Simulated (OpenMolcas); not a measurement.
Levels of Pb+ by method

```yaml
Program: OpenMolcas
Basis: ANO-RCC-VTZP [8s7p5d3f2g]
Scalar_Hamiltonian: DKH2, point nucleus
Active_space: 3 electrons in 8 orbitals (6s 6p 7s 7p)
State_averaging: 2S+1 = 4 odd, 1 root (0 in the spin-orbit step); 2S+1 = 2 odd, 3 roots; 2S+1 = 4 even, 3 roots; 2S+1 = 2 even, 6 roots
Spin-orbit_coupling: RASSI with atomic mean-field integrals over the reference wave functions, term energies averaged over their components
```

Methods on the same reference wave functions:
A. CASSCF
B. SS-CASPT2, IPEA 0.25 Eh, imaginary shift 0.1 Eh (closed shells correlated: 5d)
C. XMS-CASPT2, IPEA 0.25 Eh, imaginary shift 0.1 Eh (closed shells correlated: 5d)

Energies in cm-1 above 6s2 6p 2P* 1/2, the measured ground level; measured values from NIST Handbook of Basic Atomic Spectroscopic Data.

```csv
Level,A,B,C,Measured
6s2 6p 2P* 1/2,0.0,0.0,0.0,0.0
6s2 6p 2P* 3/2,11243,11240,11240,14081
6s 6p2 4P 1/2,53531,61080,61060,
6s 6p2 4P 3/2,57677,65060,65130,66125
```

Deviations, from unrounded energies. A percentage is the sum of absolute deviations over the sum of measured energies, with the sign that they share, or ± where signs differ.

| Against measurement | Levels | A | B | C |
| --- | --- | --- | --- | --- |
| mean absolute deviation (cm-1) | 2 | 5600 | 1900 | 1900 |
| fine structure of the ground term (%) | 1 | -20.2 | -20.2 | -20.2 |
| other configurations (%) | 1 | -12.8 | -1.6 | -1.5 |

B, C lie about equally close to measurement and A furthest from it. The largest miss of C in the table is 6s2 6p 2P* 3/2, by -2800 cm-1. The ranking rests on the paired levels alone, and a cruder setting can come out closer through cancelling errors.

Between B and C the level of the table that moves most is 6s 6p2 4P 3/2, by 64 cm-1 (lowest in B, highest in C). Moves below CASPT2's spread within the term are not significant.

The mean deviations of B to C differ by less than CASPT2's widest spread within a term (38 cm-1), so their order carries little weight.

The lowest spin-free term lies below A's lowest term by 0.421 hartree in B, 0.423 hartree in C.

CASPT2 breaks the degeneracy within a term, and the mean is taken; among the terms shown or strongly mixed into the levels shown the widest spread is 38 cm-1 (6s2 6p 2P*, C). Over all roots computed the reference weight is 0.85 to 0.93 in B; the roots of lowest weight are the least certain, and an intruder state may touch them. Some high roots are left out of the spin-orbit mixing, which shifts the levels that they would mix with. The run also gave levels led by 6s2 7s, which use shells meant for correlation; these and all levels above them are left out. Terms of s pⁿ other than that of highest spin mix with s² pⁿ⁻² d, which this space lacks; all of them can be thousands of cm-1 off, and some have no real level of that name. Spin-orbit splittings of 6p shells tend to come out small when the coupling is added on scalar orbitals. Some terms miss by over 15 % even with CASPT2, which points to a basis or an active space too small for the shells correlated (holds for B; C). Measured partners are found by configuration, term and J. A level has none where our copy of the source lacks it or the pairing is in doubt (some pairs that miss far off the trend of their configuration count as doubtful), and it then counts in no deviation. Only configurations of the active space appear. Levels that lie high or do not pair safely by name in every column are left out.

* marks odd parity.
